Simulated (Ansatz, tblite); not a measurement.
Isomers of ZnO2H2 (singlet), found by a short tight-binding search and relaxed with PBE-D4/def2-TZVP in Ansatz.

The xTB rows come from tblite. Correlated methods freeze 11 core orbitals.

A: It holds 1 O–O bond.

Other spin states weren't relaxed.

A:

```xyz
5

Zn    0.323   -0.955    0.542
O    -0.578    0.856   -0.866
O    -0.774    0.510    0.580
H     1.233   -2.165    0.512
H    -0.203    1.753   -0.768
```

B:

```tsv
atom	x (Å)	y (Å)	z (Å)
Zn1	-0.036	0.028	0.174
O2	-1.770	0.289	-0.128
O3	1.659	-0.198	0.667
H4	-2.134	-0.347	-0.766
H5	2.280	0.228	0.053
```

Question: Estimate which lies lowest at each level, and how far above it the others are (kcal/mol).

Answer: 
```json
{"level": "GFN1-xTB", "A": "60.1", "B": "0.0"}
{"level": "GFN2-xTB", "A": "44.6", "B": "0.0"}
{"level": "HF/def2-TZVPP", "A": "91.7", "B": "0.0"}
{"level": "PBE-D4/def2-TZVP", "A": "80.0", "B": "0.0"}
{"level": "revPBE-D4/def2-TZVP", "A": "78.5", "B": "0.0"}
{"level": "r2SCAN-D4/def2-TZVP", "A": "83.6", "B": "0.0"}
{"level": "r2SCANh-D4/def2-TZVP", "A": "85.0", "B": "0.0"}
{"level": "PBE0-D4/def2-TZVP", "A": "84.5", "B": "0.0"}
{"level": "MP2/def2-TZVPP", "A": "94.0", "B": "0.0"}
{"level": "CCSD/def2-TZVPP", "A": "88.5", "B": "0.0"}
{"level": "CCSD(T)/def2-TZVPP", "A": "86.9", "B": "0.0"}
```
Point groups (tolerance 0.1 Å): A not assigned, B C2. Lower isomers may exist.
